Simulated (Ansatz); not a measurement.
Ansatz results at the PBE0-D4/def2-TZVP geometry: size of the dipole moment (ωB97M-V/def2-TZVPP) 1.04 D; HOMO–LUMO gap (PBE0/def2-TZVPP) 6.77 eV; LUMO energy (PBE/def2-TZVPP) -1.74 eV.

**Question.** Which molecule gave them?
A. `FB1SC1[SiH3]`
B. `F[SiH2][N]([SiH3])[GaH2]`
C. `F[C@H]1O[Si@H]1[SiH3]`
D. `C[SiH2]/C(Cl)=C\F`

**Answer.** A. The others give `C[SiH2]/C(Cl)=C\F`: 0.68, 6.77, -1.52; `F[C@H]1O[Si@H]1[SiH3]`: 2.56, 6.22, -2.04; `F[SiH2][N]([SiH3])[GaH2]`: 1.87, 6.60, -2.40.
